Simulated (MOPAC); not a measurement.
MOPAC input (PM6):

```
PM6 FORCE THERMO(298,298) PRECISE LET GEO-OK AUX(PRECISION=9) THREADS=1
C2H8Si

C    -1.68396750 1    0.41709011 1    0.04276253 1
C    -0.56457368 1   -0.53354388 1   -0.37132285 1
Si    1.14086191 1    0.03570624 1    0.15331178 1
H    -2.65923740 1    0.03546656 1   -0.28937720 1
H    -1.74565941 1    0.53965601 1    1.13280502 1
H    -1.56735133 1    1.41653628 1   -0.39827661 1
H    -0.76380974 1   -1.54904376 1    0.04372784 1
H    -0.58674697 1   -0.67828847 1   -1.47664666 1
H     1.48293036 1    1.34408134 1   -0.45116539 1
H     1.24097392 1    0.15417420 1    1.62647603 1
H     2.13703440 1   -0.96308531 1   -0.30270335 1
```

From the output:

```
     H   11   0.019581   0.019581   0.184751   0.184750   2.603173

          HEAT OF FORMATION =     -13.220041 KCALS/MOLE

          ZERO POINT ENERGY      51.629 KCAL/MOL

           NORMAL COORDINATE ANALYSIS (Total motion = 1 Angstrom)

   Root No.       1         2         3         4         5         6         7         8

                 1 A"      2 A"      1 A'      3 A"      2 A'      3 A'      4 A"      4 A'

                  94.9     136.6     212.4     489.2     614.3     722.2     735.9     903.5

           1   -0.0000    0.0000    0.0427    0.0000   -0.0331    0.0177   -0.0000   -0.0004
           2    0.0000   -0.0000    0.0710   -0.0000   -0.0113    0.0191    0.0000    0.0010
           3    0.0188    0.0150    0.0000   -0.0066    0.0000    0.0000    0.0040   -0.0000
           4   -0.0000   -0.0000    0.0446    0.0000   -0.0150    0.0052    0.0000   -0.0000
           5    0.0000    0.0000   -0.0479   -0.0000   -0.0153    0.0957   -0.0000   -0.0043
           6   -0.0137   -0.0351   -0.0000    0.0210   -0.0000    0.0000    0.0547    0.0000
           7    0.0000    0.0000   -0.0349    0.0000    0.0354   -0.0090   -0.0000   -0.0189
           8   -0.0000   -0.0000   -0.0164    0.0000    0.0087   -0.0490   -0.0000    0.0102
           9   -0.0027    0.0076    0.0000    0.0112   -0.0000   -0.0000   -0.0210   -0.0000
          10   -0.0000    0.0000   -0.0396    0.0000   -0.0285    0.1407   -0.0000   -0.0054
          11    0.0000   -0.0000    0.1022   -0.0000   -0.0123   -0.0319    0.0000    0.0023
          12   -0.0906    0.2030    0.0000   -0.0059    0.0000   -0.0000   -0.0282    0.0000
          13    0.0222    0.0226    0.0785   -0.0213   -0.0312   -0.0384   -0.0669   -0.0001
          14   -0.1020    0.1510    0.1010    0.0099   -0.0101   -0.0293    0.0023   -0.0033
          15    0.0862   -0.0585    0.0017   -0.0231   -0.0018   -0.0002   -0.0319    0.0023
          16   -0.0222   -0.0226    0.0785    0.0213   -0.0312   -0.0384    0.0669   -0.0001
          17    0.1020   -0.1510    0.1010   -0.0099   -0.0101   -0.0293   -0.0023   -0.0033
          18    0.0862   -0.0585   -0.0017   -0.0231    0.0018    0.0002   -0.0319   -0.0023
          19    0.0173    0.0282    0.0160    0.0003   -0.0508    0.0378    0.0173    0.0043
          20   -0.0186   -0.0235   -0.0644   -0.1706   -0.0351    0.1227   -0.1574   -0.0005
          21   -0.0334   -0.0617   -0.0029   -0.1028   -0.0017    0.0166   -0.0704   -0.0002
          22   -0.0173   -0.0282    0.0160   -0.0003   -0.0508    0.0378   -0.0173    0.0043
          23    0.0186    0.0235   -0.0644    0.1706   -0.0351    0.1227    0.1574   -0.0005
          24   -0.0334   -0.0617    0.0029   -0.1028    0.0017   -0.0166   -0.0704    0.0002
          25    0.1385    0.0793   -0.0952   -0.0832   -0.1411   -0.0797    0.0918    0.2650
          26   -0.0599   -0.0028   -0.0467   -0.1763   -0.0867   -0.1081    0.1568   -0.1968
          27   -0.0869   -0.0204    0.0001   -0.0763   -0.0053   -0.0113    0.0491   -0.2228
          28   -0.1385   -0.0793   -0.0952    0.0832   -0.1411   -0.0797   -0.0918    0.2650
          29    0.0599    0.0028   -0.0467    0.1763   -0.0867   -0.1081   -0.1568   -0.1968
          30   -0.0869   -0.0204   -0.0001   -0.0763    0.0053    0.0113    0.0491    0.2228
          31    0.0000    0.0000   -0.0257   -0.0000    0.0626   -0.0026    0.0000   -0.0008
          32   -0.0000   -0.0000    0.0994    0.0000    0.3501    0.0590   -0.0000    0.1539
          33    0.1714    0.1047    0.0000   -0.0724   -0.0000   -0.0000    0.0207    0.0000

   Root No.       9        10        11        12        13        14        15        16

                 5 A"      5 A'      6 A"      6 A'      7 A"      7 A'      8 A'      9 A'

                 904.9     921.0     929.2     994.2    1125.9    1143.7    1195.6    1253.6

           1    0.0000    0.0012    0.0000    0.0060    0.0000    0.1138   -0.0276    0.0220
           2   -0.0000    0.0065   -0.0000    0.0414   -0.0000   -0.0244   -0.0301    0.0252
           3    0.0030   -0.0000   -0.0224    0.0000    0.0579    0.0000    0.0000   -0.0000
           4    0.0000    0.0011    0.0000    0.0083   -0.0000   -0.1021    0.0485   -0.0701
           5   -0.0000    0.0049   -0.0000   -0.0137    0.0000    0.0277    0.0787   -0.0062
           6    0.0057   -0.0000    0.0055    0.0000   -0.0463    0.0000    0.0000    0.0000
           7   -0.0000   -0.0125   -0.0000   -0.0000   -0.0000    0.0002   -0.0050    0.0043
           8    0.0000   -0.0285    0.0000    0.0078    0.0000    0.0009   -0.0063    0.0019
           9   -0.0196    0.0000   -0.0057   -0.0000   -0.0006   -0.0000   -0.0000   -0.0000
          10    0.0000    0.0410    0.0000    0.2577   -0.0000   -0.0039   -0.1034   -0.0010
          11   -0.0000   -0.0118   -0.0000   -0.0741    0.0000    0.0133    0.0175    0.0184
          12   -0.0140   -0.0000    0.0851   -0.0000   -0.0847    0.0000    0.0000    0.0000
          13   -0.0273   -0.0194    0.1648   -0.1127   -0.1744    0.1413    0.0349   -0.0236
          14   -0.0002   -0.0138    0.0003   -0.0940    0.0142    0.0189    0.0502   -0.0781
          15   -0.0119    0.0011    0.0711    0.0078   -0.0513    0.0070   -0.0130    0.0382
          16    0.0273   -0.0194   -0.1648   -0.1127    0.1744    0.1413    0.0349   -0.0236
          17    0.0002   -0.0138   -0.0003   -0.0940   -0.0142    0.0189    0.0502   -0.0781
          18   -0.0119   -0.0011    0.0711   -0.0078   -0.0513   -0.0070    0.0130   -0.0382
          19    0.0293   -0.0048   -0.1925   -0.0987   -0.2134   -0.2078   -0.0397    0.2598
          20   -0.0066   -0.0070   -0.0843   -0.1143   -0.0348   -0.0688   -0.2460   -0.0763
          21   -0.0134   -0.0009    0.0350   -0.0208    0.0333    0.0008   -0.1621   -0.1763
          22   -0.0293   -0.0048    0.1925   -0.0987    0.2134   -0.2078   -0.0397    0.2598
          23    0.0066   -0.0070    0.0843   -0.1143    0.0348   -0.0688   -0.2460   -0.0763
          24   -0.0134    0.0009    0.0350    0.0208    0.0333   -0.0008    0.1621    0.1763
          25   -0.2124    0.1574   -0.0078   -0.0007   -0.0033   -0.0052    0.0051   -0.0121
          26    0.0005    0.2103    0.0242   -0.0044   -0.0007   -0.0028   -0.0057   -0.0044
          27    0.0567    0.0971    0.0125   -0.0091   -0.0010   -0.0031   -0.0021    0.0007
          28    0.2124    0.1574    0.0078   -0.0007    0.0033   -0.0052    0.0051   -0.0121
          29   -0.0005    0.2103   -0.0242   -0.0044    0.0007   -0.0028   -0.0057   -0.0044
          30    0.0567   -0.0971    0.0125    0.0091   -0.0010    0.0031    0.0021   -0.0007
          31    0.0000    0.0136    0.0000   -0.0036   -0.0000    0.0015   -0.0069    0.0065
          32   -0.0000    0.2893    0.0000   -0.0468    0.0000    0.0265   -0.0170    0.0197
          33    0.3929    0.0000    0.0395   -0.0000    0.0013   -0.0000    0.0000    0.0000

   Root No.      17        18        19        20        21        22        23        24

                10 A'      8 A"     11 A'     12 A'      9 A"     13 A'     10 A"     14 A'

                1264.4    1268.9    1340.1    2099.3    2122.0    2122.2    2647.5    2684.7

           1    0.0112   -0.0000   -0.0563   -0.0002   -0.0000    0.0001    0.0000    0.0007
           2   -0.0274    0.0000    0.0005   -0.0001    0.0000   -0.0000    0.0000   -0.0402
           3   -0.0000   -0.0319   -0.0000   -0.0000    0.0000   -0.0000    0.0103   -0.0000
           4   -0.0187   -0.0000   -0.0141    0.0005   -0.0000   -0.0003   -0.0000   -0.0043
           5   -0.0099    0.0000   -0.0055    0.0013    0.0000   -0.0001    0.0000    0.0039
           6   -0.0000   -0.0063    0.0000    0.0000   -0.0000    0.0000   -0.0433   -0.0000
           7    0.0006    0.0000    0.0002   -0.0056   -0.0000   -0.0216    0.0000    0.0002
           8    0.0016   -0.0000    0.0008   -0.0118    0.0000    0.0103   -0.0000    0.0005
           9    0.0000   -0.0000    0.0000   -0.0000   -0.0274    0.0000   -0.0006    0.0000
          10    0.1594    0.0000    0.2717   -0.0006   -0.0000    0.0004   -0.0000    0.1476
          11   -0.0674   -0.0000   -0.1146   -0.0001    0.0000   -0.0000    0.0000    0.3553
          12   -0.0000    0.3925   -0.0000    0.0000    0.0001   -0.0000    0.0069   -0.0000
          13   -0.0976   -0.1570    0.2528    0.0002   -0.0005    0.0005    0.0397   -0.0823
          14    0.2425   -0.2138    0.0728    0.0005   -0.0002    0.0005   -0.0476    0.0727
          15   -0.1902    0.0331    0.0971    0.0005   -0.0000    0.0001   -0.0784    0.1698
          16   -0.0976    0.1570    0.2528    0.0002    0.0005    0.0005   -0.0397   -0.0823
          17    0.2425    0.2138    0.0728    0.0005    0.0002    0.0005    0.0476    0.0727
          18    0.1902    0.0331   -0.0971   -0.0005   -0.0000   -0.0001   -0.0784   -0.1698
          19    0.0518   -0.0154    0.0278    0.0016   -0.0015   -0.0014    0.1309    0.0262
          20   -0.0100    0.0008    0.0017    0.0006   -0.0008   -0.0003   -0.2004   -0.0408
          21   -0.0270   -0.0007   -0.0182    0.0020   -0.0017   -0.0007    0.2804    0.0658
          22    0.0518    0.0154    0.0278    0.0016    0.0015   -0.0014   -0.1309    0.0262
          23   -0.0100   -0.0008    0.0017    0.0006    0.0008   -0.0003    0.2004   -0.0408
          24    0.0270   -0.0007    0.0182   -0.0020   -0.0017    0.0007    0.2804   -0.0658
          25    0.0016   -0.0010    0.0008   -0.0877    0.1315    0.0605    0.0002    0.0000
          26   -0.0008   -0.0009    0.0006    0.1695   -0.2506   -0.1237   -0.0005   -0.0003
          27   -0.0024   -0.0007   -0.0004   -0.2651    0.3873    0.1988    0.0003    0.0001
          28    0.0016    0.0010    0.0008   -0.0877   -0.1315    0.0605   -0.0002    0.0000
          29   -0.0008    0.0009    0.0006    0.1695    0.2506   -0.1237    0.0005   -0.0003
          30    0.0024   -0.0007    0.0004    0.2651    0.3873   -0.1988    0.0003   -0.0001
          31    0.0008    0.0000   -0.0003    0.3235    0.0000    0.4851    0.0000   -0.0002
          32    0.0032   -0.0000    0.0031   -0.0274   -0.0000   -0.0399   -0.0000   -0.0002
          33   -0.0000   -0.0007    0.0000   -0.0000   -0.0070   -0.0000   -0.0003    0.0000

   Root No.      25        26        27

                11 A"     15 A'     16 A'

                2691.8    2716.7    2780.1

           1   -0.0000    0.0027   -0.0236
           2    0.0000   -0.0117   -0.0007
           3   -0.0441    0.0000    0.0000
           4   -0.0000    0.0180   -0.0051
           5    0.0000   -0.0276    0.0014
           6   -0.0132   -0.0000   -0.0000
           7   -0.0000   -0.0003   -0.0002
           8    0.0000   -0.0017   -0.0001
           9   -0.0002    0.0000    0.0000
          10   -0.0000    0.0453    0.1060
          11    0.0000    0.1115    0.2932
          12   -0.0232   -0.0000   -0.0000
          13   -0.1495   -0.0150    0.1132
          14    0.1707    0.0093   -0.1401
          15    0.2826    0.0263   -0.2494
          16    0.1495   -0.0150    0.1132
```
